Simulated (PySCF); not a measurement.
Compound: C₄H₆OSi.
Cartesian coordinates in Å at the PBE0-D3(BJ)/def2-SVP level; atoms count from 1:
```xyz
12
C4H6OSi angstrom
C      2.9628    0.5361    0.0433
C      2.0790   -0.2828    0.1965
C      1.0717   -1.2620    0.3878
C     -0.2406   -1.0604    0.1655
O     -0.7362    0.1051   -0.2693
Si    -2.3551    0.4695   -0.5467
H      3.7388    1.2653   -0.0955
H      1.3728   -2.2521    0.7412
H     -0.9562   -1.8751    0.3414
H     -3.1357    0.3033    0.7153
H     -2.3753    1.8796   -1.0069
H     -2.9099   -0.4446   -1.5888
```

The closed-shell ground state was solved at several levels (PySCF, density fitting, gas phase, non-relativistic).

| level | basis functions | HOMO (eV) | LUMO (eV) | gap (eV) | dipole (D) |
| --- | --- | --- | --- | --- | --- |
| PBE0/def2-SVP | 118 | -6.36 | -0.44 | 5.92 | 2.05 |
| PBE0/def2-TZVP | 228 | -6.46 | -0.61 | 5.85 | 1.96 |
| LC-wPBE/def2-SVPD | 175 | -9.02 | 1.53 | 10.55 | 2.00 |
| PBE0/aug-cc-pVDZ | 196 | -6.45 | -0.67 | 5.78 | 2.01 |
| CAM-B3LYP/def2-SVPD | 175 | -7.72 | 0.42 | 8.14 | 1.99 |

Problem. Estimate the row for PBE0/def2-TZVPD, a basis of 285 functions; the other rows only guide the guess.

Solution. HOMO -6.48 eV, LUMO -0.68 eV, gap 5.80 eV, dipole 1.94 D.

Problem. Over all these levels, which gives the widest orbital gap and which the narrowest?

Solution. LC-wPBE/def2-SVPD (range-separated hybrid) has the widest, 10.55 eV, and PBE0/aug-cc-pVDZ (global hybrid, 25 % exact exchange) the narrowest, 5.78 eV. Functional and basis both differ between the two, so the spread mixes both effects.

Problem. How much does the basis alone move the frontier levels among the 4 PBE0 rows (the withheld one included)?

Solution. The HOMO by 0.12 eV and the LUMO by 0.24 eV. By rising basis size (HOMO, LUMO in eV): def2-SVP -6.36, -0.44; aug-cc-pVDZ -6.45, -0.67; def2-TZVP -6.46, -0.61; def2-TZVPD -6.48, -0.68.

Problem. How far do the dipole and the HOMO energy spread over the levels?

Solution. The dipole runs from 1.94 to 2.05 D (mean 1.99 D) and the HOMO from -9.02 to -6.36 eV.

One conformer stands for the species.
